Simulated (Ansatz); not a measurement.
Caution, from a PySCF single point (B3LYP-D3(BJ)/def2-TZVP) at this geometry: the restricted solution is unstable towards spin-unrestricted or complex orbitals, so a lower solution exists and this singlet may not be the ground state.

Computed with B3LYP-D3(BJ)/def2-TZVP (Ansatz, a quantum-chemistry and plane-wave program). No frequencies were computed at this level.

Ansatz 0.2 input:
```yaml
crystal:
  periodic: [false, false, false]
  atoms:
    - { symbol: B, position_ang: [2.208261, -0.451434, 0.090185] }
    - { symbol: B, position_ang: [0.7578, -0.127498, 0.094786] }
    - { symbol: Si, position_ang: [-1.130049, 0.249893, 0.060706] }
    - { symbol: H, position_ang: [3.336529, -0.704263, 0.073174] }
    - { symbol: H, position_ang: [-1.807481, -0.600124, -0.944731] }
    - { symbol: H, position_ang: [-1.857311, -0.001721, 1.324574] }
    - { symbol: H, position_ang: [-1.507748, 1.63515, -0.297077] }
basis:
  gaussian: { orbitals: def2-tzvp }
hamiltonian:
  xc: b3lyp
  dispersion: d3bj
relax:
  max_steps: 150
```

Output:

```
Functional definition: B3LYP
775 factors; their error is unknown
mean field evaluation 1: about -9290.3993 eV, gradient 2.3e1 eV
mean field evaluation 2: about -9291.1747 eV, gradient 1.7e1 eV
mean field evaluation 4: about -9292.2476 eV, gradient 1.5e0 eV
mean field evaluation 8: about -9292.2721 eV, gradient 2.7e-2 eV
mean field evaluation 16: about -9292.2721 eV, gradient 3.7e-4 eV
mean field evaluation 32: about -9292.2721 eV, gradient 4.0e-8 eV
mean field -9292.27208972 eV, -341.4847007689 hartree, gradient 4.0e-8 eV, S^2 0.000000; 3 other end points of the search recorded, 0 dependent functions left out
reference -9292.27235551 eV, -341.4847105365 hartree; 14, 14 occupied and 109, 109 virtual orbitals, 775 factors
relax step   1: F+E_penalty+E_count = -9292.50138778 eV  Δ(F+E_penalty+E_count) = +0.000e0 eV  max|allowed force component| = 1.131e0 eV/Å  Δτ_max = 0.0000 Å  (155 SCF iters, accepted)
these checks for a lower state are left out or cut short: starts, cluster_reference, orbital_swaps, neighbouring_geometries, increment
775 factors; their error is unknown
mean field evaluation 64: about -9292.3485 eV, gradient 1.7e-5 eV
mean field -9292.34852220 eV, -341.4875096108 hartree, gradient 7.2e-6 eV, S^2 0.000000; 0 other end points of the search recorded, 0 dependent functions left out
reference -9292.34878963 eV, -341.4875194385 hartree; 14, 14 occupied and 109, 109 virtual orbitals, 775 factors
relax step   2: F+E_penalty+E_count = -9292.57703527 eV  Δ(F+E_penalty+E_count) = -7.565e-2 eV  max|allowed force component| = 2.410e-1 eV/Å  Δτ_max = 0.0701 Å  (53 SCF iters, accepted)
these checks for a lower state are left out or cut short: starts, cluster_reference, orbital_swaps, neighbouring_geometries, increment
775 factors; their error is unknown
mean field -9292.35532781 eV, -341.4877597124 hartree, gradient 2.0e-7 eV, S^2 0.000000; 0 other end points of the search recorded, 0 dependent functions left out
reference -9292.35559537 eV, -341.4877695451 hartree; 14, 14 occupied and 109, 109 virtual orbitals, 775 factors
relax step   3: F+E_penalty+E_count = -9292.58284799 eV  Δ(F+E_penalty+E_count) = -5.813e-3 eV  max|allowed force component| = 3.787e-2 eV/Å  Δτ_max = 0.0265 Å  (94 SCF iters, accepted)
these checks for a lower state are left out or cut short: starts, cluster_reference, orbital_swaps, neighbouring_geometries, increment
775 factors; their error is unknown
mean field evaluation 96: about -9292.3559 eV, gradient 8.5e-6 eV
mean field -9292.35586542 eV, -341.4877794691 hartree, gradient 5.5e-7 eV, S^2 0.000000; 0 other end points of the search recorded, 0 dependent functions left out
reference -9292.35613296 eV, -341.4877893010 hartree; 14, 14 occupied and 109, 109 virtual orbitals, 775 factors
relax step   4: F+E_penalty+E_count = -9292.58339722 eV  Δ(F+E_penalty+E_count) = -5.492e-4 eV  max|allowed force component| = 2.209e-2 eV/Å  Δτ_max = 0.0110 Å  (86 SCF iters, accepted)
these checks for a lower state are left out or cut short: starts, cluster_reference, orbital_swaps, neighbouring_geometries, increment
775 factors; their error is unknown
mean field -9292.35618988 eV, -341.4877913930 hartree, gradient 1.3e-6 eV, S^2 0.000000; 0 other end points of the search recorded, 0 dependent functions left out
reference -9292.35645731 eV, -341.4878012206 hartree; 14, 14 occupied and 109, 109 virtual orbitals, 775 factors
relax step   5: F+E_penalty+E_count = -9292.58385815 eV  Δ(F+E_penalty+E_count) = -4.609e-4 eV  max|allowed force component| = 2.865e-2 eV/Å  Δτ_max = 0.0233 Å  (52 SCF iters, accepted)
these checks for a lower state are left out or cut short: starts, cluster_reference, orbital_swaps, neighbouring_geometries, increment
775 factors; their error is unknown
mean field evaluation 128: about -9292.3562 eV, gradient 1.9e-5 eV
mean field -9292.35622970 eV, -341.4877928564 hartree, gradient 3.4e-6 eV, S^2 0.000000; 0 other end points of the search recorded, 0 dependent functions left out
reference -9292.35649703 eV, -341.4878026805 hartree; 14, 14 occupied and 109, 109 virtual orbitals, 775 factors
relax step   6: F+E_penalty+E_count = -9292.58396807 eV  Δ(F+E_penalty+E_count) = -1.099e-4 eV  max|allowed force component| = 7.066e-3 eV/Å  Δτ_max = 0.0105 Å  (49 SCF iters, accepted)
775 factors; their error is unknown
mean field evaluation 160: about -9292.3562 eV, gradient 1.5e-5 eV
mean field -9292.35622970 eV, -341.4877928564 hartree, gradient 3.4e-6 eV, S^2 0.000000; 4 other end points of the search recorded, 0 dependent functions left out
reference -9292.35649703 eV, -341.4878026805 hartree; 14, 14 occupied and 109, 109 virtual orbitals, 775 factors
Total energy: -9292.58423540 eV, -341.4961719112 hartree
Atom 0 at     2.214667    -0.463243     0.074084 Å, force     0.004764     0.006246     0.007066 eV/Å
Atom 1 at     0.730938    -0.093310     0.122071 Å, force    -0.004363    -0.001283    -0.001593 eV/Å
Atom 2 at    -1.186507     0.286492     0.086972 Å, force     0.003058    -0.005226    -0.005183 eV/Å
Atom 3 at     3.351873    -0.744157     0.039692 Å, force    -0.005113    -0.003038    -0.004310 eV/Å
Atom 4 at    -1.692087    -0.643640    -0.962240 Å, force     0.000870    -0.003869    -0.003659 eV/Å
Atom 5 at    -1.891726    -0.015061     1.356605 Å, force     0.000314     0.003858     0.003646 eV/Å
Atom 6 at    -1.527157     1.672923    -0.315567 Å, force     0.000470     0.003312     0.004032 eV/Å
Dipole moment:     0.103509    -0.006782     0.015952 e Å
```

Cost: roughly 30 core-seconds.
